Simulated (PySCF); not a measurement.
## J couplings in Methane selenol

Geometry:
```
atom   x (Å)   y (Å)   z (Å)
  C1  -0.539  -0.011  -0.012
 Se2   1.206   0.852  -0.053
  H3  -0.658  -0.700  -0.858
  H4  -1.279   0.796  -0.104
  H5  -0.699  -0.536   0.938
  H6   1.977  -0.397   0.046
```

Indirect spin–spin couplings were computed at B3LYP/pcJ-1 (pcSseg-1 on Se) (PySCF 2.14.0 with density-fitted response routines) on a PBE0-D3(BJ)/def2-SVP structure, for the isolated molecule, without vibrational or relativistic corrections. Couplings are averaged over pairs made equivalent by symmetry, fast rotation or ring inversion, so a value needn't be that of the named pair in this geometry, while other rotamers aren't included; one pair stands for each set, and the list holds those of at least 0.8 Hz over up to four bonds.

Isotopes: 13C, 1H.

| pair | bonds | J (Hz) |
| --- | --- | --- |
| C1, H3 | 1 | 149.7 |
| C1, H6 | 2 | -1.1 |
| H3, H4 | 2 | ? |
| H3, H6 | 3 | ? |

Estimate the withheld couplings, with signs.

Answers


- 2J(H3,H4) = -11.2 Hz (mean over equivalent pairs that range from -12.9 to -8.0 Hz in this conformer)
- 3J(H3,H6) = 7.6 Hz (mean over equivalent pairs that range from 3.4 to 15.3 Hz in this conformer)

Relativistic effects of the heavier atoms present are left out.
